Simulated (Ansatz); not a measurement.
C2H5NSe, SMILES `C1NC[Se]1`, relaxed with RKS PBE-D4/def2-SVP in the Gaussian-basis code of Ansatz from a rough embedded geometry. The force threshold is 0.03 eV/Å; the program also tests the step.

Charge 0, multiplicity 1.

Start:

```xyz
9

C     0.958    0.247   -0.308
N    -0.340    0.034   -0.777
C    -0.889   -0.075    0.570
Se    0.630    0.218    1.587
H     1.360    1.289   -0.597
H     1.728   -0.509   -0.654
H    -0.401   -0.899   -1.240
H    -1.400   -1.045    0.730
H    -1.648    0.741    0.688
```

```csv
step,energy (eV),largest force (eV/Å),largest move (Å)
1,-68968.2696,4.450,0.000
2,-68968.8317,1.358,0.108
3,-68968.9117,0.333,0.035
4 (rejected),-68968.8835,0.294,0.100
5,-68968.9185,0.035,0.025
6,-68968.9191,0.081,0.033
7,-68968.9222,0.146,0.146
8,-68968.9246,0.179,0.057
9,-68968.9301,0.208,0.085
10,-68968.9338,0.121,0.091
11,-68968.9356,0.104,0.012
12,-68968.9359,0.017,0.008
```

End:

```xyz
9

C     1.072    0.249   -0.336
N    -0.336    0.147   -0.708
C    -0.993   -0.112    0.571
Se    0.616    0.487    1.596
H     1.605    1.123   -0.768
H     1.687   -0.669   -0.487
H    -0.529   -0.559   -1.428
H    -1.230   -1.179    0.794
H    -1.891    0.512    0.767
```

It took 14 s on 4 threads of a server CPU on a shared host, with 0.2 GiB of host memory at the peak.
